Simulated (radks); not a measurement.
Sr XII, 27 electrons, occupied as [Ar] 3d9. All-electron calculation, Dirac Kohn-Sham, relativistic LDA (MacDonald-Vosko exchange, VWN5 correlation), spin-unpolarised, spherical densities, finite nucleus; open shells fill j = l - 1/2 first; Fermi nuclear charge, rms radius 4.224 fm. Program: a radial shooting solver on a logarithmic mesh with Libxc functionals. Some entries of the table are withheld. Estimate them.

orbital,occ.,eigenvalue (eV),<r> (bohr)
1s1/2,2,-16083.63,0.03929
2s1/2,2,-2379.364,0.1726
2p1/2,2,-2190.435,(1)
2p3/2,4,-2122.409,(2)
3s1/2,2,-549.6711,0.4851
3p1/2,2,(3),0.4809
3p3/2,4,(4),0.4905
3d3/2,4,-347.2048,0.4710
3d5/2,5,-345.2034,0.4741

Answer. 
(1) 2p1/2 <r> (bohr): 0.1476
(2) 2p3/2 <r> (bohr): 0.1518
(3) 3p1/2 eigenvalue (eV): -480.3810
(4) 3p3/2 eigenvalue (eV): -469.4229
